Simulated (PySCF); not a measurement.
## How methods differ on the ionisation energy of Pr⁵⁵⁺

Pr⁵⁵⁺ [He] 2s2 → Pr⁵⁶⁺ [He] 2s1 [2s1/2^1, M_J = 1/2], as a difference of total energies. Calculation: PySCF 2.14, in an uncontracted even-tempered set (17 s from 36 bohr⁻², ratio 2.4; 12 p from 46 bohr⁻², ratio 2.4; 5 d from 150 bohr⁻², ratio 2.6; 4 f from 220 bohr⁻², ratio 2.6); the two-component X2C-1e Hamiltonian. Correlated levels: nothing frozen; the 26 highest virtual spinors dropped. "Screened" scales the spin-orbit matrix elements by Boettger's factors to mimic the two-electron term; Breit and QED terms are absent.

```csv
method,ionisation energy (eV)
GMP2 (spin-free),11658.9
GHF (screened spin-orbit),11653.4
GMP2 (screened spin-orbit),11659.8
```

How much does correlation contribute at GMP2 (screened spin-orbit)?

11659.8 − (11653.4) = 6.4 eV, measured against GHF (screened spin-orbit).

For this ion Breit and QED terms and the two-electron picture change, all absent here, outweigh the correlation shift from GHF to GMP2.

For comparison: 11641 ± 5 eV (theoretical estimate listed by NIST; NIST Atomic Spectra Database, ionization energies).
